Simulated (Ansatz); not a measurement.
```yaml
crystal:
  periodic: [false, false, false]
  atoms:
    - {symbol: C, position_ang: [-3.503585, 0.879963, -0.121120]}
    - {symbol: C, position_ang: [-2.474012, -0.193317, 0.233372]}
    - {symbol: C, position_ang: [-1.118574, 0.381507, 0.646592]}
    - {symbol: C, position_ang: [-0.096664, -0.717146, 0.964446]}
    - {symbol: N, position_ang: [1.230999, -0.207226, 1.268724]}
    - {symbol: C, position_ang: [2.101891, 0.107048, 0.215744]}
    - {symbol: C, position_ang: [3.303501, 0.728869, 0.463307]}
    - {symbol: C, position_ang: [3.697282, 1.095433, 1.792653]}
    - {symbol: C, position_ang: [2.774255, 0.804626, 2.835946]}
    - {symbol: C, position_ang: [1.570831, 0.183763, 2.572104]}
    - {symbol: H, position_ang: [-3.695327, 1.563608, 0.734493]}
    - {symbol: H, position_ang: [-4.475875, 0.436882, -0.421192]}
    - {symbol: H, position_ang: [-3.147062, 1.501759, -0.968652]}
    - {symbol: H, position_ang: [-2.871849, -0.842434, 1.048033]}
    - {symbol: H, position_ang: [-2.305197, -0.852388, -0.645525]}
    - {symbol: H, position_ang: [-1.226238, 1.067328, 1.518888]}
    - {symbol: H, position_ang: [-0.711114, 0.978441, -0.197217]}
    - {symbol: H, position_ang: [-0.438722, -1.334605, 1.825359]}
    - {symbol: H, position_ang: [-0.017964, -1.365776, 0.067829]}
    - {symbol: H, position_ang: [1.729974, -0.177679, -0.783662]}
    - {symbol: H, position_ang: [3.957355, 0.941382, -0.396297]}
    - {symbol: H, position_ang: [4.653165, 1.597034, 1.993854]}
    - {symbol: H, position_ang: [3.002130, 1.069455, 3.880799]}
    - {symbol: H, position_ang: [0.833112, -0.063029, 3.348573]}
    - {symbol: N, position_ang: [0.022303, -0.834612, -2.223986]}
    - {symbol: C, position_ang: [-0.316311, -0.974826, -3.360898]}
    - {symbol: N, position_ang: [-0.710676, -0.974281, -4.597228]}
    - {symbol: C, position_ang: [-0.814507, -1.985936, -5.425966]}
    - {symbol: N, position_ang: [-0.953112, -2.813844, -6.268984]}
basis:
  gaussian: {orbitals: def2-TZVP, initial_orbitals: start.molden}
total_charge: -1
magnetization: {spin_polarized: true, initial_magnetization: 1}
hamiltonian: {xc: pbe0, dispersion: d4}
scf: {omitted_lower_state_checks: [starts]}
output: {orbitals: {seedname: orbitals}}
```

The file start.molden holds the orbitals of an earlier run on this structure, at another level or in another basis.

```sh
$ ansatz run in.yaml --threads 4 --pin off --events-out ev --progress --plain --max-ram 6963MiB
```

Problem. Does this run fit into the memory that it is given?

Solution. No. It has 549 basis functions, and Ansatz plans for 9 GiB where 7 GiB are given.
